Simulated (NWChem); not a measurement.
# ClFGe

```xyz
3

Ge    -0.5848    -0.3018     0.0000
F      0.6007    -1.5890     0.0000
Cl     0.7827     1.4093     0.0000
```
Charge 0, spin multiplicity 1.

All runs are NWChem calculations. All single points use one geometry, from PBE0/def2-SVP, a minimum by its harmonic frequencies.

Symmetry labels belong to the abelian group Cs used in the runs, with the axes of the coordinates shown.

The Hamiltonian is non-relativistic. B3LYP has NWChem's definition, with VWN1-RPA local correlation. The structure started from a generated list of species.

Task: List the lowest 3 singlet excitations that TD-B3LYP/def2-SVPD, VWN1-RPA local correlation gives, with oscillator strengths.

Result: 
```json
[
 {"state": "1", "symmetry": "a\"", "energy (eV)": "4.42", "wavelength (nm)": "281", "f": "0.031"},
 {"state": "2", "symmetry": "a\"", "energy (eV)": "4.84", "wavelength (nm)": "256", "f": "0.009"},
 {"state": "3", "symmetry": "a'", "energy (eV)": "5.45", "wavelength (nm)": "227", "f": "0.020"}
]
```
